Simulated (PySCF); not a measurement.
Zr(Cl)2(OH)(NH2) (Cl2H3NOZr), SMILES [NH2][Zr]([OH])([Cl])[Cl], multiplicity 1.

The structure is a stationary point at B3LYP-D3(BJ)/def2-SVP. The multiplicity is an assumed one; no other spin state was optimised. The structure was generated by enumeration; whether it is a known compound was not checked. The def2 effective core potentials stand for the cores of Zr; spin–orbit coupling is left out. The values are those of a single conformer.

Level of theory: PBE/def2-TZVP (PySCF).

Symmetry labels are those of the subgroup Cs that the program uses (full group Cs).

Computed valence orbital energies around the gap with their symmetry:
| orbital | symmetry | energy (eV) |
|---|---|---|
| HOMO−7 | A' | -8.82 |
| HOMO−6 | A' | -8.56 |
| HOMO−5 | A" | -8.41 |
| HOMO−4 | A' | -7.97 |
| HOMO−3 | A" | -7.77 |
| HOMO−2 | A' | -7.72 |
| HOMO−1 | A" | -7.46 |
| HOMO | A" | -6.59 |
| LUMO | A' | -2.29 |
| LUMO+1 | A" | -1.76 |
| LUMO+2 | A' | -1.51 |
| LUMO+3 | A" | -1.07 |
